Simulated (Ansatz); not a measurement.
Consider the homolysis of the Ge–Si bond: `[OH][Ge]([SiH3])([Cl])[Cl]` → `[OH][Ge]([Cl])[Cl]`• + `[SiH3]`•.

Calculated with Ansatz (gas phase, PBE0-D4/def2-TZVP geometries, no zero-point term in ΔE). CBS: MP2 limit from def2 TZ/QZ plus the TZ coupled-cluster correction, frozen cores. This one scheme is used for every species. Functionals use def2-TZVPP. No spin–orbit coupling; open shells (•) take unrestricted orbitals. For Ge outer-core shells are correlated without core-valence functions, which leaves a few kJ/mol of doubt a bond. Scalar relativity is left out up to krypton. Each species was taken in one conformer, which may not be the lowest.

```csv
level,ΔE (kcal/mol)
PBE0-D4,72.5
BLYP,62.2
CCSD(T)/def2-TZVPP,75.1
MP2/CBS(def2),79.6
```

Question: What does CCSD(T)/CBS give? (Estimate.)

Answer: Computed: +78.1 kcal/mol. The listed levels differ from it by -5.6, -15.9, -3.0, 1.5 kcal/mol.

Question: What do rigid-rotor, harmonic-oscillator terms from PBE0-D4/def2-TZVP frequencies (298.15 K, 1 bar) make of the CCSD(T)/CBS value? (Estimate.)

Answer: Ansatz gave: ΔZPE = -2.8 kcal/mol, ΔH = +75.8 kcal/mol, ΔS = 157 J/(mol·K), ΔG = +64.6 kcal/mol. Open shells count their whole term as degenerate.

Largest T1 diagnostic among the species: 0.015.

From PBE to PBE0 (25 % exact exchange), in def2-TZVPP and without D4, ΔE moves by +2.9 kcal/mol. The D4 term adds +3.7 kcal/mol with B3LYP and +2.1 kcal/mol with PBE0; it sums over pairs of atoms, weighted by their polarisabilities, and B3LYP, whose exchange is more repulsive, gets the larger term. In def2-TZVPP, CCSD(T) changes the Hartree–Fock value by +19.0 kcal/mol (the triples alone add +1.2 kcal/mol) and MP2 by +20.6 kcal/mol; breaking electron pairs costs correlation energy, which Hartree–Fock lacks.

CCSD(T)/CBS has its own doubt, a few kJ/mol and more with outer-core shells, so smaller differences from it don't rank the levels.

B3LYP here is the variant with VWN-RPA as its local correlation; programs differ in this.
